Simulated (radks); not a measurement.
Results of a calculation; reference values are marked as such.
Valence configurations of the germanium ion Ge+ (all share [Ar]). Code: a radial shooting solver on a logarithmic mesh with Libxc functionals. Model: scalar-relativistic Kohn-Sham, r2SCAN, spin-unpolarised, spherical densities, finite nucleus; meta-GGA in the generalised Kohn-Sham scheme; Fermi nuclear charge, rms radius 4.0742 fm. Energies are relative to 3d10 4s2 4p1; eigenvalues in eV.

valence           E (eV)    e(3d)    e(4p)    e(4s)
3d10 4s2 4p1       0.000  -39.121  -11.236  -20.266
3d9.5 4s2 4p1.5   14.963  -44.295  -12.286  -21.781
3d10 4s1 4p2       9.042  -40.906  -12.060  -21.121
3d10 4s1.5 4p1.5   4.517  -40.024  -11.666  -20.709
3d9 4s2 4p2       32.029  -49.592  -13.295  -23.249
3d10 4p3          18.123  -42.614  -12.772        -
3d8 4s2 4p3       72.778  -60.543  -15.231  -26.073
3d8.5 4s2 4p2.5   51.277  -55.009  -14.274  -24.678

NIST lists [Ar] 3d10 4s2 4p1 as the ground configuration; this level of theory agrees among the configurations tried. The energies are those of spherical spin-averaged densities, not of single terms.
